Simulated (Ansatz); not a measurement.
**Molecular dynamics of CH4SSi2**

Input:

```yaml
crystal:
  periodic: [false, false, false]
  atoms:
    - { symbol: C, position_ang: [-0.697773, 0.935944, -0.773794] }
    - { symbol: Si, position_ang: [-0.372351, 0.919453, 1.009142] }
    - { symbol: Si, position_ang: [0.404432, -1.195993, 0.338345] }
    - { symbol: S, position_ang: [-0.812435, -0.697305, -1.44533] }
    - { symbol: H, position_ang: [-0.939964, 1.753575, -1.468791] }
    - { symbol: H, position_ang: [0.523669, 2.042676, 1.481336] }
    - { symbol: H, position_ang: [1.837679, -1.239269, -0.101252] }
    - { symbol: H, position_ang: [0.056733, -2.519081, 0.960353] }
basis:
  gaussian: { orbitals: "6-31G*" }
hamiltonian:
  xc: revpbe
md:
  timestep: 0.5
  n_steps: 100
  ensemble: nve
  temperature: 400.0
  initial_velocities: maxwell_boltzmann
  seed: 306046
scf:
  lower_state_search: "off"
```

Command:

```bash
$ ansatz run input.yaml --threads 1 --pin off --max-ram 2048MiB --backend cpu --events-out ev --progress --plain --runs-dir out
```

It starts from a relaxed structure.

Output, in part (one step line in 2, the closing report, with atoms numbered from 0):

```
md step     0: t =     0.00 fs  T =   400.0 K  F+E_penalty+E_count = -27684.54093758 eV  E_kin = 0.310224 eV  conserved = -27684.23071358 eV  (20 SCF iters)
md step     2: t =     1.00 fs  T =   376.1 K  F+E_penalty+E_count = -27684.52221157 eV  E_kin = 0.291654 eV  conserved = -27684.23055736 eV  (22 SCF iters)
md step     4: t =     2.00 fs  T =   319.5 K  F+E_penalty+E_count = -27684.47794528 eV  E_kin = 0.247824 eV  conserved = -27684.23012131 eV  (22 SCF iters)
md step     6: t =     3.00 fs  T =   264.1 K  F+E_penalty+E_count = -27684.43455132 eV  E_kin = 0.204817 eV  conserved = -27684.22973384 eV  (22 SCF iters)
md step     8: t =     4.00 fs  T =   239.0 K  F+E_penalty+E_count = -27684.41508272 eV  E_kin = 0.185370 eV  conserved = -27684.22971228 eV  (22 SCF iters)
md step    10: t =     5.00 fs  T =   246.3 K  F+E_penalty+E_count = -27684.42103566 eV  E_kin = 0.191002 eV  conserved = -27684.23003345 eV  (22 SCF iters)
md step    12: t =     6.00 fs  T =   262.1 K  F+E_penalty+E_count = -27684.43361251 eV  E_kin = 0.203244 eV  conserved = -27684.23036830 eV  (22 SCF iters)
md step    14: t =     7.00 fs  T =   260.6 K  F+E_penalty+E_count = -27684.43258273 eV  E_kin = 0.202135 eV  conserved = -27684.23044815 eV  (24 SCF iters)
md step    16: t =     8.00 fs  T =   234.5 K  F+E_penalty+E_count = -27684.41214760 eV  E_kin = 0.181847 eV  conserved = -27684.23030069 eV  (24 SCF iters)
md step    18: t =     9.00 fs  T =   193.5 K  F+E_penalty+E_count = -27684.38017896 eV  E_kin = 0.150067 eV  conserved = -27684.23011179 eV  (24 SCF iters)
md step    20: t =    10.00 fs  T =   152.2 K  F+E_penalty+E_count = -27684.34803072 eV  E_kin = 0.118062 eV  conserved = -27684.22996899 eV  (24 SCF iters)
md step    22: t =    11.00 fs  T =   122.6 K  F+E_penalty+E_count = -27684.32493680 eV  E_kin = 0.095083 eV  conserved = -27684.22985405 eV  (24 SCF iters)
md step    24: t =    12.00 fs  T =   113.8 K  F+E_penalty+E_count = -27684.31804668 eV  E_kin = 0.088245 eV  conserved = -27684.22980189 eV  (24 SCF iters)
md step    26: t =    13.00 fs  T =   129.3 K  F+E_penalty+E_count = -27684.33018000 eV  E_kin = 0.100276 eV  conserved = -27684.22990388 eV  (24 SCF iters)
md step    28: t =    14.00 fs  T =   160.7 K  F+E_penalty+E_count = -27684.35482282 eV  E_kin = 0.124647 eV  conserved = -27684.23017584 eV  (23 SCF iters)
md step    30: t =    15.00 fs  T =   187.1 K  F+E_penalty+E_count = -27684.37560503 eV  E_kin = 0.145123 eV  conserved = -27684.23048176 eV  (23 SCF iters)
md step    32: t =    16.00 fs  T =   185.8 K  F+E_penalty+E_count = -27684.37471141 eV  E_kin = 0.144121 eV  conserved = -27684.23059055 eV  (23 SCF iters)
md step    34: t =    17.00 fs  T =   150.0 K  F+E_penalty+E_count = -27684.34668486 eV  E_kin = 0.116338 eV  conserved = -27684.23034705 eV  (23 SCF iters)
md step    36: t =    18.00 fs  T =    99.3 K  F+E_penalty+E_count = -27684.30690654 eV  E_kin = 0.077023 eV  conserved = -27684.22988307 eV  (23 SCF iters)
md step    38: t =    19.00 fs  T =    68.9 K  F+E_penalty+E_count = -27684.28304939 eV  E_kin = 0.053452 eV  conserved = -27684.22959777 eV  (23 SCF iters)
md step    40: t =    20.00 fs  T =    80.1 K  F+E_penalty+E_count = -27684.29190580 eV  E_kin = 0.062153 eV  conserved = -27684.22975305 eV  (24 SCF iters)
md step    42: t =    21.00 fs  T =   121.7 K  F+E_penalty+E_count = -27684.32455359 eV  E_kin = 0.094397 eV  conserved = -27684.23015708 eV  (24 SCF iters)
md step    44: t =    22.00 fs  T =   163.1 K  F+E_penalty+E_count = -27684.35694392 eV  E_kin = 0.126517 eV  conserved = -27684.23042689 eV  (24 SCF iters)
md step    46: t =    23.00 fs  T =   182.5 K  F+E_penalty+E_count = -27684.37191917 eV  E_kin = 0.141510 eV  conserved = -27684.23040941 eV  (24 SCF iters)
md step    48: t =    24.00 fs  T =   179.2 K  F+E_penalty+E_count = -27684.36918198 eV  E_kin = 0.138966 eV  conserved = -27684.23021572 eV  (24 SCF iters)
md step    50: t =    25.00 fs  T =   167.3 K  F+E_penalty+E_count = -27684.35975523 eV  E_kin = 0.129743 eV  conserved = -27684.23001174 eV  (24 SCF iters)
md step    52: t =    26.00 fs  T =   162.7 K  F+E_penalty+E_count = -27684.35604016 eV  E_kin = 0.126150 eV  conserved = -27684.22988987 eV  (24 SCF iters)
md step    54: t =    27.00 fs  T =   175.2 K  F+E_penalty+E_count = -27684.36571483 eV  E_kin = 0.135848 eV  conserved = -27684.22986725 eV  (24 SCF iters)
md step    56: t =    28.00 fs  T =   206.6 K  F+E_penalty+E_count = -27684.39018226 eV  E_kin = 0.160243 eV  conserved = -27684.22993899 eV  (23 SCF iters)
md step    58: t =    29.00 fs  T =   250.9 K  F+E_penalty+E_count = -27684.42467304 eV  E_kin = 0.194559 eV  conserved = -27684.23011430 eV  (24 SCF iters)
md step    60: t =    30.00 fs  T =   293.6 K  F+E_penalty+E_count = -27684.45805400 eV  E_kin = 0.227679 eV  conserved = -27684.23037494 eV  (24 SCF iters)
md step    62: t =    31.00 fs  T =   314.7 K  F+E_penalty+E_count = -27684.47469094 eV  E_kin = 0.244107 eV  conserved = -27684.23058411 eV  (24 SCF iters)
md step    64: t =    32.00 fs  T =   299.8 K  F+E_penalty+E_count = -27684.46300450 eV  E_kin = 0.232477 eV  conserved = -27684.23052741 eV  (23 SCF iters)
md step    66: t =    33.00 fs  T =   254.4 K  F+E_penalty+E_count = -27684.42747700 eV  E_kin = 0.197314 eV  conserved = -27684.23016339 eV  (23 SCF iters)
md step    68: t =    34.00 fs  T =   206.8 K  F+E_penalty+E_count = -27684.39018352 eV  E_kin = 0.160416 eV  conserved = -27684.22976786 eV  (23 SCF iters)
md step    70: t =    35.00 fs  T =   186.9 K  F+E_penalty+E_count = -27684.37460899 eV  E_kin = 0.144924 eV  conserved = -27684.22968477 eV  (23 SCF iters)
md step    72: t =    36.00 fs  T =   201.1 K  F+E_penalty+E_count = -27684.38592341 eV  E_kin = 0.155971 eV  conserved = -27684.22995239 eV  (24 SCF iters)
md step    74: t =    37.00 fs  T =   229.7 K  F+E_penalty+E_count = -27684.40845805 eV  E_kin = 0.178161 eV  conserved = -27684.23029734 eV  (24 SCF iters)
md step    76: t =    38.00 fs  T =   246.0 K  F+E_penalty+E_count = -27684.42126074 eV  E_kin = 0.190814 eV  conserved = -27684.23044664 eV  (24 SCF iters)
md step    78: t =    39.00 fs  T =   237.4 K  F+E_penalty+E_count = -27684.41448104 eV  E_kin = 0.184140 eV  conserved = -27684.23034124 eV  (24 SCF iters)
md step    80: t =    40.00 fs  T =   210.8 K  F+E_penalty+E_count = -27684.39358101 eV  E_kin = 0.163464 eV  conserved = -27684.23011658 eV  (24 SCF iters)
md step    82: t =    41.00 fs  T =   182.7 K  F+E_penalty+E_count = -27684.37165557 eV  E_kin = 0.141702 eV  conserved = -27684.22995353 eV  (24 SCF iters)
md step    84: t =    42.00 fs  T =   166.3 K  F+E_penalty+E_count = -27684.35887107 eV  E_kin = 0.128960 eV  conserved = -27684.22991115 eV  (24 SCF iters)
md step    86: t =    43.00 fs  T =   165.7 K  F+E_penalty+E_count = -27684.35841220 eV  E_kin = 0.128473 eV  conserved = -27684.22993944 eV  (23 SCF iters)
md step    88: t =    44.00 fs  T =   178.8 K  F+E_penalty+E_count = -27684.36869477 eV  E_kin = 0.138676 eV  conserved = -27684.23001888 eV  (24 SCF iters)
md step    90: t =    45.00 fs  T =   199.1 K  F+E_penalty+E_count = -27684.38457978 eV  E_kin = 0.154401 eV  conserved = -27684.23017862 eV  (24 SCF iters)
md step    92: t =    46.00 fs  T =   214.1 K  F+E_penalty+E_count = -27684.39645551 eV  E_kin = 0.166081 eV  conserved = -27684.23037478 eV  (24 SCF iters)
md step    94: t =    47.00 fs  T =   209.8 K  F+E_penalty+E_count = -27684.39314931 eV  E_kin = 0.162689 eV  conserved = -27684.23046003 eV  (24 SCF iters)
md step    96: t =    48.00 fs  T =   180.8 K  F+E_penalty+E_count = -27684.37056273 eV  E_kin = 0.140259 eV  conserved = -27684.23030410 eV  (24 SCF iters)
md step    98: t =    49.00 fs  T =   140.2 K  F+E_penalty+E_count = -27684.33870957 eV  E_kin = 0.108737 eV  conserved = -27684.22997307 eV  (24 SCF iters)
md step   100: t =    50.00 fs  T =   113.1 K  F+E_penalty+E_count = -27684.31742224 eV  E_kin = 0.087694 eV  conserved = -27684.22972872 eV  (24 SCF iters)
Total energy: -27684.31746668 eV, -1017.3799017961 hartree
Atom 0 at    -0.604975     0.925576    -0.750956 Å, force    -0.176332    -0.625088    -0.709193 eV/Å
Atom 1 at    -0.414366     0.934985     1.033275 Å, force     0.557054     0.350352     0.234030 eV/Å
Atom 2 at     0.424168    -1.198415     0.293320 Å, force    -0.771852     1.214127     0.209586 eV/Å
Atom 3 at    -0.829676    -0.707099    -1.427272 Å, force    -0.061430    -0.122175    -0.096491 eV/Å
Atom 4 at    -0.673787     1.662708    -1.548464 Å, force    -0.130182     0.647198    -0.005695 eV/Å
Atom 5 at     0.381101     2.218960     1.371672 Å, force    -0.068130    -0.487431     0.063136 eV/Å
Atom 6 at     1.758619    -1.382861    -0.237950 Å, force     0.969236     0.134069    -0.255789 eV/Å
Atom 7 at     0.075528    -2.391159     1.022007 Å, force    -0.318364    -1.111053     0.560416 eV/Å
Dipole moment:     0.181816    -0.014655     0.015069 e Å
```

The run went to its last step. The conserved energy stayed within 0.14 meV per atom of its start (net change 0.12 meV per atom), so the integration is sound. A run of 0.05 ps of so small a system gives no equilibrium averages.

The same pairs are bonded in the first frame and the last. Pairs count as bonded within 1.25 times the sum of covalent radii (0.12 Å more for H–H).

Last frame:

```xyz
8
Properties=species:S:1:pos:R:3
C -0.605 0.926 -0.751
Si -0.414 0.935 1.033
Si 0.424 -1.198 0.293
S -0.830 -0.707 -1.427
H -0.674 1.663 -1.548
H 0.381 2.219 1.372
H 1.759 -1.383 -0.238
H 0.075 -2.391 1.022
```

The run took 120 s on 1 thread of Intel(R) Xeon(R) 6975P-C (Granite Rapids) (shared host), peak memory 0.13 GiB.
